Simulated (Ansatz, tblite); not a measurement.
Isomers of Si2O2⁻ (doublet), found by a short tight-binding search and relaxed with PBE0-D4/def2-TZVPD in Ansatz.

The xTB rows come from tblite. Correlated methods freeze 12 core orbitals. In CCSD on the charge -1 doublet the largest single amplitude is 0.35, so its Hartree–Fock determinant may place the open shell otherwise than the density functionals do.

Run but left out: HF/def2-TZVPPD, MP2/def2-TZVPPD (A: ⟨S²⟩ 1.05, where a pure state has 0.75).

A: At PBE-D4/def2-TZVPD, revPBE-D4/def2-TZVPD, r2SCAN-D4/def2-TZVPD, r2SCANh-D4/def2-TZVPD the highest occupied level of the charge -1 doublet lies above zero (up to 0.63 eV). It is a level of α spin, whose loss leaves a singlet; that state wasn't run at this geometry and level. The electron is either unbound and held by the finite basis, or the level is raised by self-interaction error. At CCSD(T)/def2-TZVPPD T1 of the charge -1 doublet is large (up to 0.049), so the single-reference result is doubtful. At CCSD(T)/def2-TZVPPD the charge -1 doublet is spin-contaminated (final ⟨S²⟩ up to 1.05, 0.75 for a pure state). B: At PBE-D4/def2-TZVPD, revPBE-D4/def2-TZVPD, r2SCAN-D4/def2-TZVPD, r2SCANh-D4/def2-TZVPD and others the highest occupied level of the charge -1 doublet lies above zero (up to 1.67 eV). By energy differences its removal costs 0.40 eV (vertical, to the charge 0 singlet, at CCSD(T)/def2-TZVPPD). At CCSD(T)/def2-TZVPPD T1 of the charge -1 doublet is large (up to 0.061), so the single-reference result is doubtful.

Other spin states were run for one of them alone.

A:

```xyz
4

Si    1.180    0.224    0.347
Si   -1.180   -0.224   -0.347
O    -1.988   -1.521   -0.134
O     1.988    1.521    0.134
```

B:

```xyz
4

Si    0.392   -0.267   -1.156
Si   -0.391    0.267    1.156
O    -1.062   -0.414   -0.264
O     1.062    0.414    0.264
```

Problem. Estimate which lies lowest at each level, and how far above it the others are (kcal/mol).

Solution. 
| level | A | B |
| --- | --- | --- |
| GFN1-xTB | 0.0 | 34.5 |
| GFN2-xTB | 0.0 | 24.9 |
| PBE-D4/def2-TZVPD | 30.1 | 0.0 |
| revPBE-D4/def2-TZVPD | 29.1 | 0.0 |
| r2SCAN-D4/def2-TZVPD | 34.5 | 0.0 |
| r2SCANh-D4/def2-TZVPD | 37.1 | 0.0 |
| PBE0-D4/def2-TZVPD | 38.2 | 0.0 |
| CCSD/def2-TZVPPD | 40.1 | 0.0 |
| CCSD(T)/def2-TZVPPD | 36.2 | 0.0 |
Point groups (tolerance 0.1 Å): A C2h, B D2h. Lower isomers may exist.
